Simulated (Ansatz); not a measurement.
`F[Si](F)(F)[SiH3]` + HCl → `F[Si](F)([SiH3])Cl` + H–F at 700 K and 1 bar (ligand exchange at the Si–F bond).

Isolated molecules relaxed with PBE0-D4/def2-TZVP in Ansatz; ΔE leaves out vibrations. CCSD(T)/CBS adds triple-zeta CCSD(T) − MP2 to the extrapolated MP2 energy (def2 sets, frozen cores). This one scheme is used for every species.

| species | CCSD(T)/CBS energy (Eh) | H − E (kJ/mol) | S (J/(mol·K)) |
| --- | --- | --- | --- |
| `F[Si](F)(F)[SiH3]` | -879.54323 | 163.8 | 450.4 |
| HCl | -460.38127 | 38.4 | 211.8 |
| `F[Si](F)([SiH3])Cl` | -1239.50998 | 162.5 | 473.7 |
| H–F | -100.39570 | 45.2 | 198.5 |

H − E and S are ideal-gas, rigid-rotor, harmonic terms from PBE0-D4/def2-TZVP. 1 Eh = 2625.50 kJ/mol, R = 8.31446 J/(mol·K).

Task: By hand: ΔE, ΔH, ΔS and ΔG.

Result: ΔE = (-1239.50998) + (-100.39570) − (-879.54323) − (-460.38127) = 0.01882 Eh = 49.4 kJ/mol. Δ(H − E) = 162.5 + 45.2 − 163.8 − 38.4 = 5.5, so ΔH = 54.9 kJ/mol. ΔS = 473.7 + 198.5 − 450.4 − 211.8 = 10.0 J/(mol·K). ΔG = 54.9 − 700 × (10.0)/1000 = 47.9 kJ/mol.

Task: By hand: the equilibrium constant, and the temperature at which ΔG would vanish if ΔH and ΔS stayed fixed.

Result: log₁₀ K = −ΔG/(RT ln 10) = -3.6. ΔG = 0 at ΔH/ΔS = 5490 K, far beyond where these terms or the molecules hold.

The number of gas molecules stays the same, so ΔS is small and ΔH decides. A doubt of 5 kJ/mol in ΔE shifts log₁₀ K by 0.4 here. These are equilibria of isolated gas molecules and say nothing of rates. Largest T1 diagnostic: 0.013 (customary marks: 0.02 for closed shells, 0.045 for open ones).
